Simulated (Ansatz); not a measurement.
Consider the formal exchange of groups at a Ga–Sn bond: `F[CH2][GaH][SnH3]` + CH₃SH → `F[CH2][GaH][SH]` + `[CH3][SnH3]`.

Isolated molecules relaxed with PBE0-D4/def2-TZVP in Ansatz; ΔE leaves out vibrations. CCSD(T)/CBS adds triple-zeta CCSD(T) − MP2 to the extrapolated MP2 energy (def2 sets, frozen cores). This one scheme is used for every species. Functionals use def2-TZVPP. def2 core potentials past Kr. For Ga, Sn outer-core shells are correlated without core-valence functions, which leaves a few kJ/mol of doubt a bond. Scalar relativity is left out up to krypton. One conformer a species, not always the lowest.

```csv
level,ΔE (kJ/mol)
ωB97M-V,-87.2
PBE0,-82.4
CCSD(T)/def2-TZVPP,-92.6
CCSD/CBS(def2),-87.4
```

What does CCSD(T)/CBS give? (Best estimate.)

Computed: -89.7 kJ/mol. The listed levels differ from it by 2.5, 7.3, -2.9, 2.3 kJ/mol.

Largest T1 diagnostic among the species: 0.013.

In def2-TZVPP, CCSD(T) changes the Hartree–Fock value by −7.6 kJ/mol (the triples alone add −2.3 kJ/mol) and MP2 by −12.2 kJ/mol.
